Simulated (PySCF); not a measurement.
PySCF 2.14 output of an unrestricted PBE calculation on a single atom or ion in aug-cc-pVTZ-PP with one added diffuse shell each of d, f type with ECP28MDF (6s5p5d3f, 67 functions), with a scalar-relativistic core potential:

```
SCF conv_tol = 1e-09
number electrons alpha = 11  beta = 10
    J. P. Perdew, K. Burke, and M. Ernzerhof.,  Phys. Rev. Lett. 77, 3865 (1996)
    J. P. Perdew, K. Burke, and M. Ernzerhof.,  Phys. Rev. Lett. 78, 1396 (1997)
    J. P. Perdew, K. Burke, and M. Ernzerhof.,  Phys. Rev. Lett. 77, 3865 (1996)
    J. P. Perdew, K. Burke, and M. Ernzerhof.,  Phys. Rev. Lett. 78, 1396 (1997)
cycle= 1 E= -239.272448910068  delta_E= -0.00781  |g|= 0.0351  |ddm|= 0.708
cycle= 2 E= -239.272604617905  delta_E= -0.000156  |g|= 0.0223  |ddm|= 0.0908
cycle= 3 E= -239.272726859943  delta_E= -0.000122  |g|= 0.000819  |ddm|= 0.043
cycle= 4 E= -239.27272708539  delta_E= -2.25e-07  |g|= 3.3e-05  |ddm|= 0.00259
cycle= 5 E= -239.272727086009  delta_E= -6.19e-10  |g|= 3.6e-07  |ddm|= 0.0001
converged SCF energy = -239.272727086009  <S^2> = 0.75135421  2S+1 = 2.0013537
```

The run itself started from symmetry-adapted Hartree-Fock orbitals and held the occupation by maximum overlap, on a logarithmic radial grid, so the iterations belong to that start.

Q: Which element, charge and spin multiplicity is this?

A: Sb²⁺ (antimony, charge +2), multiplicity 2; the state was [Kr] 4d10 5s2 5p1, 2P determinant.

Energies and moments cover only the electrons outside the core potential.
